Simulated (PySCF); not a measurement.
## A ladder of Hamiltonians for Xe⁵²⁺ (xenon, charge +52)

Occupied: 1s1/2. Hartree-Fock calculated with PySCF 2.14 in an even-tempered Gaussian basis (19 s from 10 bohr⁻², ratio 2.3; 14 p from 12 bohr⁻², ratio 2.3), Gaussian nucleus throughout. NR is non-relativistic, sf-X2C the spin-free one-electron X2C Hamiltonian, X2C adds the bare one-electron spin-orbit term, X2C-SNSO screens it by Boettger's factors, DC is four-component Dirac-Coulomb, and the Gaunt and Breit terms are added at first order (total energies over the DC spinors, levels after relaxing the spinors in that mean field). QED terms are absent. Levels marked empty are virtual spinors of this ion.

```
Hamiltonian  E (hartree)
         NR   -2882.2678
     sf-X2C   -3001.8838
        X2C   -3001.8838
   X2C-SNSO   -3001.8838
         DC   -3002.9456
   DC+Gaunt   -3000.7826
   DC+Breit   -3000.7826
```

```tsv
level (eV)	NR	sf-X2C	X2C	X2C-SNSO	DC	DC+Gaunt	DC+Breit
1s1/2	-38759.1	-40343.7	-40343.7	-40343.7	-40372.3	-40314.0	-40314.0
2s1/2 (empty)	-9340.4	-9819.1	-9819.1	-9819.1	-9822.0	-9815.6	-9816.4
2p1/2 (empty)	-9239.8	-9437.7	-9708.6	-9703.1	-9701.3	-9687.9	-9689.9
2p3/2 (empty)	-9239.8	-9437.7	-9318.4	-9320.5	-9322.8	-9315.9	-9317.9
3s1/2 (empty)	-4127.1	-4294.3	-4294.3	-4294.3	-4295.1	-4293.3	-4293.5
```

**Question.** How large are the two-electron picture-change error of X2C and the Breit correction in the total energy?

**Answer.** X2C-1e lies 1.0617 hartree above Dirac-Coulomb; Gaunt adds 2.1630 and the full Breit term 2.1630 hartree.

```json
{"interval (eV)": "2p3/2 − 2p1/2", "X2C": "390.2", "X2C-SNSO": "382.6", "DC": "378.5", "DC+Gaunt": "372.0", "DC+Breit": "372.0"}
```

Weight of the small component: 1s1/2 0.0400, 2s1/2 0.00965, 2p1/2 0.00959, 2p3/2 0.00921, 3s1/2 0.00422.

Koopmans' value for the highest occupied level at DC+Breit: 40314.0 eV, against an ionisation energy of 40271.7 eV (theoretical estimate listed by NIST; NIST Atomic Spectra Database, ionization energies); the former lacks relaxation, correlation, QED and recoil.

The whole ladder took 49 s of wall time on 1 thread of Intel(R) Xeon(R) 6975P-C (shared host), launched as `OMP_NUM_THREADS=1 python relrun2.py TASK.json OUT` (a driver that calls PySCF for each Hamiltonian).
